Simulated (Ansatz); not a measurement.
Abridged output of a molecular run in Ansatz:

```
Functional definition: HF
1886 factors; integrals over basis functions are off by at most 8.5e-4 eV
mean field evaluation 1: about -23035.9745 eV, gradient 4.5e1 eV
mean field evaluation 2: about -23036.4765 eV, gradient 4.6e1 eV
mean field evaluation 4: about -23041.1813 eV, gradient 6.3e0 eV
mean field evaluation 8: about -23041.3010 eV, gradient 5.9e-1 eV
mean field -23041.30260282 eV, -846.7522526977 hartree, gradient 4.5e-6 eV, S^2 0.000000; 0 other end points of the search recorded, 0 dependent functions left out
12 core orbitals not correlated, not the lowest: weight in the atoms' cores, before any rotation towards them, 1.000 or more for the frozen orbitals, at most 0.000 for the correlated occupied ones
reference -23041.30260282 eV, -846.7522526977 hartree; 23, 23 occupied and 279, 279 virtual orbitals, 1886 factors
second order -37.14866303 eV of doubles, -0.00000000 eV of singles
cycle   1  -35.77217388 eV  change     1.4e0 eV  update   1.6e-1
cycle   2  -36.85814003 eV  change    -1.1e0 eV  update   5.2e-2
cycle   3  -37.12399642 eV  change   -2.7e-1 eV  update   2.7e-2
cycle   4  -37.07547965 eV  change    4.9e-2 eV  update   9.2e-3
cycle   5  -37.06613213 eV  change    9.3e-3 eV  update   5.2e-3
cycle   6  -37.07228369 eV  change   -6.2e-3 eV  update   2.0e-3
cycle   7  -37.07210166 eV  change    1.8e-4 eV  update   7.8e-4
cycle   8  -37.07159865 eV  change    5.0e-4 eV  update   2.6e-4
cycle   9  -37.07182109 eV  change   -2.2e-4 eV  update   1.0e-4
cycle  10  -37.07197575 eV  change   -1.5e-4 eV  update   3.9e-5
cycle  11  -37.07187769 eV  change    9.8e-5 eV  update   1.9e-5
cycle  12  -37.07189288 eV  change   -1.5e-5 eV  update   8.2e-6
perturbative correction -1.39400307 eV, -0.0512286678 hartree
Total energy: -23079.76849877 eV, -848.1658483007 hartree
```

Its atoms:

Cartesian coordinates in Å:
```
O 2.245 2.657 0.581
Au 0.878 1.041 0.265
N -0.381 -0.448 -0.015
Si -0.927 -1.241 1.400
Si -0.775 -0.781 -1.646
H 1.912 3.482 0.212
H 3.100 2.486 0.172
H -1.870 -2.327 1.006
H -1.640 -0.325 2.338
H 0.184 -1.855 2.186
H -1.736 -1.921 -1.689
H -1.405 0.382 -2.340
H 0.416 -1.150 -2.469
```

Q: Which basis set was used?
A. def2-TZVPPD
B. cc-pV(D+d)Z
C. def2-TZVPP
D. def2-QZVPP

A: C. It gives 314 functions.

Q: Write the keys of the input that set method, charge and spin (a neutral closed shell needs none for the last two).

A: 
```yaml
correlation: {method: ccsd_t}
```
